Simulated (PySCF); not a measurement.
# Working out the ionisation energy of Co⁺

Co⁺ [Ar] 3d8 (3F) → Co²⁺ [Ar] 3d7 (4F). Computed with PySCF 2.14 in x2c-TZVPPall with one added diffuse shell each of s, p, d, f type (7s6p5d3f1g, 80 functions), with the spin-free X2C one-electron Hamiltonian (Gaussian nucleus). Frozen: [Ne]. Energies in hartree (1 hartree = 27.21139 eV):

| part | Co⁺ (lower) | Co²⁺ (upper) |
| --- | --- | --- |
| UHF | -1391.567070 | -1391.045216 |
| CCSD correlation | -0.582606 | -0.492492 |
| (T) | -0.014820 | -0.008210 |

Question: What does Hartree-Fock give?

Answer: (-1391.045216) − (-1391.567070) = 0.521854 hartree = 14.200 eV.

Question: What do CCSD and CCSD(T) give?

Answer: The CCSD correlation energies differ by 0.090114 hartree = 2.452 eV and the triples by 0.006610 hartree = 0.180 eV, so CCSD gives 16.652 eV and CCSD(T) 16.832 eV.

Reference: 17.084 eV (measured; NIST Atomic Spectra Database, ionization energies), between the lowest levels; spin-orbit coupling is absent from the calculation.

What remains against the reference includes basis incompleteness, the frozen core and higher excitations.
